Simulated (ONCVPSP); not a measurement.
## Before and after: ONCV potential for Sb (Z = 51)

- Element: Sb (Z = 51)
- Generator: ONCVPSP 4.0.1
- Type: optimised norm-conserving Vanderbilt (ONCV)
- Functional: PBE
- Relativity: scalar-relativistic
- Frozen core: [Ar] 3d10
- Valence charge: 23
- Reference configuration: 4s2 4p6 4d10 5s1.5 5p3.5
- Partial waves: 4s+5s: rc 1.35 bohr, ncon 4, nbas 9, qcut 11.4 1/bohr, 2 projectors; 4p+5p: rc 1.55 bohr, ncon 4, nbas 8, qcut 10.2 1/bohr, 2 projectors; 4d: rc 1.35 bohr, ncon 4, nbas 8, qcut 9.3 1/bohr, local
- Local potential: the d channel
- Core correction: none

All-electron outer shells of the reference configuration (PBE, scalar-relativistic, ld1.x):

| shell | level (eV) | outermost node (bohr) | outermost maximum (bohr) |
| --- | --- | --- | --- |
| 3p | -751.14 | 0.13 | 0.29 |
| 3d | -516.61 | – | 0.24 |
| 4s | -149.58 | 0.39 | 0.73 |
| 4p | -102.53 | 0.39 | 0.76 |
| 4d | -34.22 | 0.38 | 0.84 |
| 5s | -13.24 | 0.95 | 1.88 |
| 5p | -5.12 | 1.04 | 2.32 |

Change: s: qcut 7.7; p: qcut 6.9; d: qcut 6.3.

Cutoffs: the cutoffs (Ha) at which the residual kinetic energy of the hardest occupied pseudo-wave falls to 1 and 0.1 mHa per electron; they do not see the model core or the augmentation charge, which bear on the density cutoff. Errors are all-electron minus pseudo energies relative to the spin-unpolarised reference configuration.

Question: Predict the effect on cutoff, ghosts and configuration errors.

Answer: The potential gets harder (41 Ha and 53 Ha → 127 Ha and 163 Ha); a bound ghost appears in s, which as a rule spoils a file; of the 4 tests that both files solve, the error grows in 1 and shrinks in 0 by more than 15 % and 0.3 meV (median size 3.6 → 3.1 meV); the range in which the s phases agree narrows (upper end at the end of the scan → 1.1); the range in which the d phases agree narrows (upper end 2.7 → 1.1).

| quantity | base | changed |
| --- | --- | --- |
| cutoff, loose | 41 Ha | 127 Ha |
| cutoff, tight | 53 Ha | 163 Ha |
| loose cutoff by channel | s 41 Ha, p 28 Ha, d 38 Ha | s 25 Ha, p 22 Ha, d 127 Ha |
| bound ghosts | none | s |
| GHOST(+) flags under 300 eV | none | none |
| error for 4s2 4p6 4d10 5s2 5p3, meV [ΔE -4.03 eV] | +0.3 | +0.1 |
| error for 4s2 4p6 4d10 5s2 5p2, meV [ΔE 4.29 eV] | -1.6 | -1.4 |
| error for 4s2 4p6 4d10 5s2 5p1, meV [ΔE 20.26 eV] | -5.7 | -4.9 |
| error for 4s2 4p5 4d10 5s2 5p3, meV [ΔE 105.92 eV] | -202 | -234 |
| s: phases at 1.37 bohr within 0.05 rad from the reference energy up to (Ha; the scan ends near 5) | to the end of the scan | 1.1 |
| p: phases at 1.58 bohr within 0.05 rad from the reference energy up to (Ha; the scan ends near 5) | to the end of the scan | to the end of the scan |
| d: phases at 1.37 bohr within 0.05 rad from the reference energy up to (Ha; the scan ends near 5) | 2.7 | 1.1 |

 A true bound ghost makes a file unfit for plane-wave use even where its test errors are small: the radial tests pick states by their node count and pass the ghost by.
